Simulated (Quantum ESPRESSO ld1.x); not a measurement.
Values are calculated unless marked as measured or tabulated.
Problem. The table gives one normalised radial function P(r) = r R(r) (large component) of Kr2+ in [Ar] 3d8 4s2 4p6 (r in bohr). Code: ld1.x of Quantum ESPRESSO 7.5. Model: Dirac Kohn-Sham, PBE, spin-unpolarised, spherical densities, point nucleus; open shells fill j = l - 1/2 first.

| r | P |
|---|---|
| 0.00367 | 0.0071 |
| 0.004817 | 0.0120 |
| 0.006374 | 0.0203 |
| 0.008367 | 0.0336 |
| 0.01107 | 0.0558 |
| 0.01453 | 0.0898 |
| 0.01923 | 0.1438 |
| 0.02524 | 0.2213 |
| 0.03339 | 0.3325 |
| 0.04383 | 0.4713 |
| 0.05799 | 0.6319 |
| 0.07611 | 0.7680 |
| 0.1007 | 0.8167 |
| 0.1322 | 0.6851 |
| 0.1749 | 0.2929 |
| 0.2296 | -0.3145 |
| 0.3038 | -0.9945 |
| 0.3987 | -1.4327 |
| 0.5275 | -1.4429 |
| 0.6925 | -1.0715 |
| 0.9162 | -0.5698 |
| 1.203 | -0.2162 |
| 1.591 | -0.0511 |
| 2.089 | -0.0073 |
| 2.763 | -0.0005 |
| 3.627 | 0.0000 |
| 4.799 | 0.0000 |
| 6.3 | 0.0000 |
| 8.335 | 0.0000 |

Which n and l does it have? It may be an empty orbital.

Solution. n = 3, l = 1: the number of nodes gives n - l - 1 = 1, the rise at small r points to l (this Dirac orbital starts as r^gamma with gamma = sqrt((l + 1)^2 - (Z/c)^2) = 1.98; the j = 3/2 orbital of l + 1 starts with the same power, but with a smaller coefficient, and then steepens), and the extent must fit the shell. The curve is that of 3p3/2; the two j differ most near the nucleus, where j = l - 1/2 has the larger amplitude, and in heavy atoms j = l - 1/2 is also the more compact. 3p3/2: eigenvalue -246.18 eV, 1 radial node at r = 0.201 bohr, <r> = 0.531 bohr, 90 % of the charge inside 0.805 bohr.
